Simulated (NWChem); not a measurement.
# C₄H₄N, doublet; SMILES [c]1ccc[nH]1

Computed with NWChem. Pople sets run with spherical d functions. Spin-unrestricted. In the optimisation the excess spin sits in a' (Cs, its own frame). No stability test was run on the SCF state. Level PBE/6-31G*: optimisations from one semi-empirical or force-field start; each run changes one setting, and all end within 0.3 mHa of each other.

```csv
setting,optimisation steps
"redundant internal coordinates, default thresholds",4
no line search,5
Cartesian coordinates,6
loose thresholds,2
```
